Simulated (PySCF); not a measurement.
First SCF of a structure search on doublet CoOF₂, at a hand-made T-shaped (ligand arrangement 1) geometry. PySCF input:

```python
from pyscf import gto, scf, dft
mol = gto.M(atom='''
Co     0.000000     0.000000     0.000000
O     -1.599000     0.000000     0.055800
F      0.000000     0.000000     1.750000
F      1.748900     0.000000     0.061100''',
    basis={'Co': 'def2-TZVP', 'O': 'def2-TZVP', 'F': 'def2-TZVP'},
    charge=0, spin=1)
mf = dft.UKS(mol, xc='PBE0')
mf.grids.atom_grid = (50, 194)
aux = {'Co': 'def2-universal-JKFIT', 'O': 'def2-universal-JKFIT', 'F': 'def2-universal-JKFIT'}
mf = mf.density_fit(auxbasis=aux)
mf.conv_tol = 1e-08
mf.diis_space = 10
mf.max_cycle = 60
mf.init_guess = 'minao'
mf.verbose = 4
mf.kernel()
```

Excerpt of the output (cycles alone); where DIIS stalls, ADIIS, DIIS with a small level shift and a second-order solver take over in turn:

```
init E= -1656.21443616517
cycle= 1 E= -1640.56384114056  delta_E= 15.7  |g|= 5.69  |ddm|=   15
cycle= 2 E= -1566.31265792257  delta_E= 74.3  |g|= 16.7  |ddm|= 18.2
cycle= 3 E= -1631.27052397101  delta_E=  -65  |g|= 9.94  |ddm|= 7.65
cycle= 4 E= -1632.58059359477  delta_E= -1.31  |g|= 8.88  |ddm|= 3.32
cycle= 5 E= -1641.67734824403  delta_E= -9.1  |g|= 7.11  |ddm|= 4.11
cycle= 6 E= -1643.97174403127  delta_E= -2.29  |g|= 5.43  |ddm|=  4.2
cycle= 7 E= -1648.45163110199  delta_E= -4.48  |g|= 4.88  |ddm|= 2.14
cycle= 8 E= -1651.75831866895  delta_E= -3.31  |g|= 3.92  |ddm|= 1.12
cycle= 9 E= -1653.70657748007  delta_E= -1.95  |g|= 3.48  |ddm|= 0.587
cycle= 10 E= -1652.56387723665  delta_E= 1.14  |g|= 3.81  |ddm|= 0.565
cycle= 11 E= -1652.55268826472  delta_E= 0.0112  |g|= 3.81  |ddm|= 0.00697
cycle= 12 E= -1636.40959910276  delta_E= 16.1  |g|= 6.21  |ddm|=   18
cycle= 13 E= -1651.92003878526  delta_E= -15.5  |g|=  4.1  |ddm|=   18
... 35 lines left out ...
cycle= 49 E= -1657.19635757296  delta_E= -2.23e-08  |g|= 0.000333  |ddm|= 0.000174
cycle= 50 E= -1657.19635727042  delta_E= 3.03e-07  |g|= 0.00031  |ddm|= 0.000681
cycle= 51 E= -1657.19635755038  delta_E= -2.8e-07  |g|= 0.000329  |ddm|= 0.00103
cycle= 52 E= -1657.19635680775  delta_E= 7.43e-07  |g|= 0.000258  |ddm|= 0.00199
cycle= 53 E= -1657.19635662895  delta_E= 1.79e-07  |g|= 0.000172  |ddm|= 0.00279
cycle= 54 E= -1657.19635663361  delta_E= -4.65e-09  |g|= 0.000239  |ddm|= 0.0021
cycle= 55 E= -1657.19635678401  delta_E= -1.5e-07  |g|= 0.00011  |ddm|= 0.00194
cycle= 56 E= -1657.19635679024  delta_E= -6.23e-09  |g|= 6.96e-05  |ddm|= 0.000342
Extra cycle  E= -1657.19635675903  delta_E= 3.12e-08  |g|= 0.000397  |ddm|= 0.000156
converged SCF energy = -1657.19635675903  <S^2> = 0.81817321  2S+1 = 2.0670493
```

This is not the lowest solution: all starts ended here, but a stability analysis within the same unrestricted form found one 45.5 kJ/mol lower, at -1657.21369 Eh.

With open d or f shells other occupations or spin states may lie lower.

The search for the lowest solution, 3 starts and the stability check together, took 88 s on 4 threads of a shared Arm Neoverse V1 host, with 138 basis functions; the process peaked at 0.59 GiB.
